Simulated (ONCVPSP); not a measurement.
**Before and after: ONCV potential for indium**

ONCVPSP 4.0.1 input, shortened (lines: element, Z, core and valence counts, functional; n l f; lmax; l rc ep ncon nbas qcut; lloc lpopt rc5 dvloc0; l nproj debl; icmod fcfact rcfact), PBE, fully relativistic:

```
  In 49.00    6    5        4      upf
    1    0    2.00
    2    0    2.00
    2    1    6.00
    3    0    2.00
    3    1    6.00
    3    2   10.00
    4    0    2.00
    4    1    6.00
    4    2   10.00
    5    0    1.50
    5    1    1.50
    2
    0    1.50    0.00    4    8    7.90
    1    1.40    0.00    4    9    9.20
    2    1.50    0.00    4    9    9.10
    4    4    1.15    6.00
    0    2    3.30
    1    2    3.20
    2    2    3.50
    0    0.00    0.00
```

Open shells are filled in proportion to 2j + 1.

All-electron outer shells of the reference configuration (PBE, scalar-relativistic, ld1.x):

| shell | level (eV) | outermost node (bohr) | outermost maximum (bohr) |
| --- | --- | --- | --- |
| 3p | -649.99 | 0.14 | 0.31 |
| 3d | -433.56 | – | 0.26 |
| 4s | -120.52 | 0.41 | 0.77 |
| 4p | -78.99 | 0.42 | 0.82 |
| 4d | -19.45 | 0.40 | 0.94 |
| 5s | -8.73 | 1.02 | 2.13 |
| 5p | -2.88 | 1.14 | 2.81 |

Change: s: qcut 6.7; p: qcut 7.8; d: qcut 7.7.

Cutoffs: the cutoffs (Ha) at which the residual kinetic energy of the hardest occupied pseudo-wave falls to 1 and 0.1 mHa per electron; they do not see the model core or the augmentation charge, which bear on the density cutoff. Errors are all-electron minus pseudo energies relative to the spin-unpolarised reference configuration.

Task: How do hardness, ghosts and transferability respond?

Result: The potential gets neither clearly harder nor softer (33 Ha and 38 Ha → 30 Ha and 116 Ha); the d channel sets the loose cutoff, while the largest relative change is in s, which becomes softer; of the 4 tests that both files solve, the error grows in 1 and shrinks in 0 by more than 15 % and 0.3 meV (median size 0.3 → 0.2 meV); neither file shows a bound ghost.

| quantity | base | changed |
| --- | --- | --- |
| cutoff, loose | 33 Ha | 30 Ha |
| cutoff, tight | 38 Ha | 116 Ha |
| loose cutoff by channel | s 23 Ha, p 23 Ha, d 33 Ha | s 18 Ha, p 23 Ha, d 30 Ha |
| bound ghosts | none | none |
| GHOST(+) flags under 300 eV | none | none |
| error for 4s2 4p6 4d10 5s2 5p1, meV [ΔE -2.88 eV] | 0.0 | -0.1 |
| error for 4s2 4p6 4d10 5s2 5p0, meV [ΔE 2.50 eV] | +0.4 | +0.3 |
| error for 4s2 4p6 4d10 5s1 5p0, meV [ΔE 21.73 eV] | +0.2 | +0.1 |
| error for 4s2 4p5 4d10 5s2 5p1, meV [ΔE 82.90 eV] | -54 | -79 |
| s: phases at 1.52 bohr within 0.05 rad from the reference energy up to (Ha; the scan ends near 5) | to the end of the scan | to the end of the scan |
| p3/2: phases at 1.42 bohr within 0.05 rad from the reference energy up to (Ha; the scan ends near 5) | to the end of the scan | to the end of the scan |
| p1/2: phases at 1.42 bohr within 0.05 rad from the reference energy up to (Ha; the scan ends near 5) | to the end of the scan | to the end of the scan |
| d5/2: phases at 1.52 bohr within 0.05 rad from the reference energy up to (Ha; the scan ends near 5) | to the end of the scan | to the end of the scan |
| d3/2: phases at 1.52 bohr within 0.05 rad from the reference energy up to (Ha; the scan ends near 5) | to the end of the scan | to the end of the scan |
